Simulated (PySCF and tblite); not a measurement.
Results of a calculation; reference values are marked as such.
C7H8O3S, numbered as in [CH3:1][O:2][S:3](=[O:4])(=[O:5])[c:6]1[cH:7][cH:8][cH:9][cH:10][cH:11]1.

Search: ETKDG and KDG, MMFF94s, GFN2-xTB, 90 starts; geometries at GFN2-xTB. Weights use PBE0-D3(BJ)/pcSseg-1 (IEF-PCM, chloroform) energies plus GFN2-xTB zero-point and thermal terms (modes under about 100 cm⁻¹ blended into free rotors). Symmetry numbers and mirror images are counted. Conformers within 3 kcal/mol (GFN2-xTB free energy) were kept, 10 at most. Codes: tblite and PySCF.

Torsions listed: C1–O2–S3–O4, O2–S3–C6–C7. Of a mirror pair one member is shown.

```
conformer       shape   symmetry
        1   35°, -79°  C1 (pair)
        2  -65°, -89°         Cs
```

**Question.** Which of these conformers is the most populated at 298.15 K, and with what share?

**Answer.** Conformer 1, about 74 %.

**Question.** Give the DFT energies and free energies relative to the lowest, and all weights.

**Answer.** 
```tsv
conformer	shape	E(DFT) kcal/mol	G(298.15 K) kcal/mol	weight %
1	35°, -79°	0.00	0.00	74.0
2	-65°, -89°	0.71	0.62	26.0
```

**Question.** How does its share change from 150 K to 400 K?

**Answer.** From 86 % to 71 %; the mixing entropy goes from 1.99 to 2.18 cal/(mol K).


Conformer gaps in pcSseg-1 on xTB geometries can be 2 kcal/mol off for S=O, P=O and other polar bonds.